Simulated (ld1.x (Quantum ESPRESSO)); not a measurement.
Which change was made? (Nb, TM)

- Element: Nb
- Generator: ld1.x (Quantum ESPRESSO) 7.5
- Type: norm-conserving Troullier–Martins (Kleinman–Bylander form)
- Functional: revPBE
- Relativity: scalar-relativistic
- Frozen core: [Kr]
- Valence charge: 5
- Reference configuration: 4d4 5s1 5p0
- Partial waves: 5s (bound): rc 2.25 bohr; 5p (bound, empty): rc 4.20 bohr; 4d (bound): rc 1.55 bohr
- Local potential: all-electron potential smoothed inside 1.40 bohr (lloc = -1)
- Core correction: Bessel-smoothed model core inside 1.55 bohr

Cutoffs, loose and tight: the cutoffs (Ry, on a coarse ladder) from which the occupation-weighted sum of valence levels, in a spherical-Bessel basis at the reference potential, stays within 10 and 1 mRy of its value at 400 Ry. They do not see the model core or the augmentation charge, which bear on the density cutoff. Test errors are all-electron minus pseudo excitation energies from the reference, over the configurations 4d4 5s0 5p0; 4d3 5s0 5p0; 4d2 5s0 5p0; 4d3 5s2 5p0; 4d4.5 5s0.5 5p0; 4d5 5s0 5p0; 4d3 5s1 5p0; variants that change the core or the reference have their own tests.

The base gives: outcome: generated; cutoff, loose: 40 Ry; cutoff, tight: 50 Ry; bound ghosts: s, p; largest test error (meV): -501.

Task: After one change the result is: outcome: generated; cutoff, loose: 40 Ry; cutoff, tight: 50 Ry; bound ghosts: none; largest test error (meV): -1190. Which change was it?
A. local potential all-electron potential smoothed inside 4.80 bohr (lloc = -1)
B. local potential all-electron potential smoothed inside 2.12 bohr (lloc = -1)
C. local potential all-electron potential smoothed inside 3.22 bohr (lloc = -1)

Result: A. The others give: local potential all-electron potential smoothed inside 2.12 bohr (lloc = -1) → outcome: generated; cutoff, loose: 40 Ry; cutoff, tight: 50 Ry; bound ghosts: s; largest test error (meV): -516 | local potential all-electron potential smoothed inside 3.22 bohr (lloc = -1) → outcome: generated; cutoff, loose: 40 Ry; cutoff, tight: 50 Ry; bound ghosts: none; largest test error (meV): -622.
